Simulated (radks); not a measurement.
All-electron atom: Pr XLV in [Ne] 3s2 3p3.

Method: Dirac Kohn-Sham, LB94 model potential, spin-unpolarised, spherical densities, finite nucleus; open shells fill j = l - 1/2 first; Fermi nuclear charge, rms radius 4.8919 fm; computed with a radial shooting solver on a logarithmic mesh with Libxc functionals.

Energy parts (hartree):
| part | energy |
|---|---|
| kinetic | 8145.9441 |
| electron-nucleus | -16387.9561 |
| Hartree | 913.7507 |
(The LB94 potential has no energy functional, so no total or exchange-correlation energy is given.)

Orbitals (lengths in bohr, moments of r in powers of bohr; <r^-3> diverges for s and p1/2):
| orbital | occ. | eigenvalue (hartree) | <r> | <r^-3> |
|---|---|---|---|---|
| 1s1/2 | 2 | -1646.852 | 0.02406 | - |
| 2s1/2 | 2 | -349.7398 | 0.1011 | - |
| 2p1/2 | 2 | -337.5146 | 0.08471 | - |
| 2p3/2 | 4 | -319.1978 | 0.09077 | 7750 |
| 3s1/2 | 2 | -138.0245 | 0.2468 | - |
| 3p1/2 | 2 | -133.6089 | 0.2334 | - |
| 3p3/2 | 1 | -128.9621 | 0.2427 | 2029 |
| 3d3/2 | 0 | -122.8031 | 0.2091 | 355.8 |
| 3d5/2 | 0 | -121.6793 | 0.2121 | 322.7 |
| 4s1/2 | 0 | -73.59184 | 0.4599 | - |

The highest occupied level is 3p3/2 at -3509.2 eV. Summed over all electrons, <r^2> = 0.4164 bohr^2, which gives a Langevin (diamagnetic) susceptibility term of -0.33 x 10^-6 cm^3/mol. The density falls to 0.001 e/bohr^3 at r = 0.70 bohr. For comparison, the ionisation energy in NIST's Atomic Spectra Database is 3512 eV (theoretical). In exact Kohn-Sham theory the highest level is minus the ionisation energy, but local and semilocal functionals leave it too shallow, through self-interaction and a potential that decays too fast; potentials with the right tail come closer.

Beside tabulated values, note that spin-unpolarised runs miss the spin-polarisation part of the exchange energy of open shells.
